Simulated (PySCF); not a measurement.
Species: ScCl3 (singlet state).
Bonds: Sc1–Cl2, Sc1–Cl3, Sc1–Cl4.

Computed with PySCF, PBE0-D3(BJ)/def2-SVP geometry optimisation, gas phase.

**Question.** How far are the bound atoms from Sc1?

**Answer.** 3 atoms: Cl2 2.260 Å, Cl3 2.264 Å, Cl4 2.266 Å.

**Question.** List the angles at Sc1.

**Answer.** 
```json
{"angle": "Cl3–Sc1–Cl4", "degrees": "122.1", "distance of the outer atoms (Å)": "3.96"}
{"angle": "Cl2–Sc1–Cl4", "degrees": "119.3", "distance of the outer atoms (Å)": "3.91"}
{"angle": "Cl2–Sc1–Cl3", "degrees": "118.6", "distance of the outer atoms (Å)": "3.89"}
```

**Question.** What is the shape at Sc1?

**Answer.** Planar: angles 122.1°, 119.3° and 118.6°, sum 360.0°, 0.00 Å off the plane of its three neighbours.

**Question.** What are the rotational constants (commonest isotopes, rigid rotor)?

**Answer.** A = 1925, B = 1839, C = 940.7 MHz: an asymmetric top.

Charge 0, singlet. Not checked by PBE0-D3(BJ)/def2-SVP frequencies.
